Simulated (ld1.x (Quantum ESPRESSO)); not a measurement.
## copper: what ld1.x (Quantum ESPRESSO) 7.5 does with a changed input

Command:

```bash
ld1.x < Cu.in > Cu.out
```

Input:

```
&input
   title='Cu', zed=29., rel=1, dft='PBE', iswitch=3,
   config='[Ar] 3d10 4s1 4p0',
   nld=3, rlderiv=1.10, eminld=-10.0, emaxld=5.0, deld=0.04
 /
 &inputp
   pseudotype=2, tm=.true., lloc=-1, rcloc=0.85,
   nlcc=.true., new_core_ps=.true., rcore=0.80,
   file_pseudopw='Cu.UPF', file_wfcaegen='ae.wfc', file_wfcncgen='nc.wfc', file_beta='beta', file_chi='chi'
 /
3
3S  1  0   2.00   0.00  0.90  0.90  0.0
3P  2  1   6.00   0.00  0.95  0.95  0.0
3D  4  2  10.00   0.00  1.00  1.00  0.0
 &test
   configts(1)='3s2 3p6 3d10 4s1 4p0'
 /
```

This is an input that runs to its end, with one change: pseudo principal number of 3D raised by one. The unchanged file is no sound one. ld1.x takes every shell without a wave as core, so the model core holds the 4s electrons as well and exchange and correlation see them twice. This cancels in the reference configuration, but the file is broken for other ones, and its errors say nothing about a proper core correction.

How does the run end?

The program runs through. The occupied levels of the test differ from the all-electron ones by at most 0.00844 Ry (unchanged input: 0.00844 Ry).

```
      Wfc   3D  rcut= 1.008  Using Troullier-Martins method

     ------------------- End of pseudopotential generation -------------------

     Computing logarithmic derivative in   1.10680
     Computing logarithmic derivative in   1.10680
     Computing the partial wave expansion
     R is outside the sphere for l=    0 j= 0.00
     R is outside the sphere for l=    1 j= 0.00
     R is outside the sphere for l=    2 j= 0.00

     ---------------------- Testing the pseudopotential ----------------------

     Cu
     scalar relativistic calculation

     atomic number is 29.00   valence charge is 19.00
     dft =PBE   lsd =0 sic =0 latt =0  beta=0.20 tr2=1.0E-14
     mesh =1199 r(mesh) = 100.25372 xmin = -7.00 dx = 0.01250

     n l     nl             e AE (Ry)        e PS (Ry)    De AE-PS (Ry)
     1 0     3S   1( 2.00)       -8.43051       -8.43060        0.00009
     2 1     3P   1( 6.00)       -5.30241       -5.30248        0.00007
     3 2     3D   1(10.00)       -0.37027       -0.37027        0.00000
     2 0     4S   1( 1.00)       -0.33878       -0.34722        0.00844  !
     3 1     4P   1( 0.00)       -0.05121       -0.05145        0.00024

     eps = 3.5E-15  iter = 12

     Etot =   -3309.701531 Ry,   -1654.850765 Ha,  -45030.783357 eV
     Etotps =  -393.160789 Ry,    -196.580394 Ha,   -5349.225039 eV

     Ekin =     232.373429 Ry,     116.186714 Ha,    3161.601560 eV
     Encl =    -922.904071 Ry,    -461.452035 Ha,  -12556.749565 eV
     Ehrt =     350.902694 Ry,     175.451347 Ha,    4774.274368 eV
     Ecxc =     -39.096017 Ry,     -19.548008 Ha,    -531.928408 eV
     (Ecc =      -0.577734 Ry,      -0.288867 Ha,      -7.860472 eV)
     Epseu=     -14.436824 Ry,      -7.218412 Ha,    -196.422994 eV

     ---------------------- End of pseudopotential test ----------------------
```
